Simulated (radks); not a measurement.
Q: Pm V, 57 electrons, occupied as [Xe] 4f1 5f2 (not the ground configuration). All-electron calculation, Dirac Kohn-Sham, PBE, spin-unpolarised, spherical densities, point nucleus; open shells fill j = l - 1/2 first. Program: a radial shooting solver on a logarithmic mesh with Libxc functionals. Some entries of the table are withheld. Estimate them.

| orbital | occ. | eigenvalue (hartree) | <r> (bohr) |
|---|---|---|---|
| 1s1/2 | 2 | -1655.909 | 0.02318 |
| 2s1/2 | 2 | (1) | 0.09847 |
| 2p1/2 | 2 | (2) | 0.08246 |
| 2p3/2 | 4 | (3) | 0.08899 |
| 3s1/2 | 2 | -61.73763 | 0.2602 |
| 3p1/2 | 2 | -55.62064 | 0.2499 |
| 3p3/2 | 4 | -51.48479 | 0.2624 |
| 3d3/2 | 4 | -40.85941 | 0.2340 |
| 3d5/2 | 6 | -39.96459 | 0.2380 |
| 4s1/2 | 2 | -14.63978 | 0.5869 |
| 4p1/2 | 2 | -12.29706 | 0.6002 |
| 4p3/2 | 4 | -11.36370 | 0.6270 |
| 4d3/2 | 4 | -7.49450 | 0.6625 |
| 4d5/2 | 6 | -7.32345 | 0.6715 |
| 5s1/2 | 2 | -3.69294 | 1.308 |
| 5p1/2 | 2 | -2.96140 | 1.414 |
| 4f5/2 | 1 | -2.78762 | 0.7858 |
| 5p3/2 | 4 | -2.78483 | 1.474 |
| 4f7/2 | 0 | -2.76230 | 0.7910 |
| 5f5/2 | 2 | -0.78074 | 2.995 |
| 5f7/2 | 0 | -0.77875 | 3.006 |

A: 
(1) 2s1/2 eigenvalue (hartree): -271.6336
(2) 2p1/2 eigenvalue (hartree): -257.3468
(3) 2p3/2 eigenvalue (hartree): -236.7680
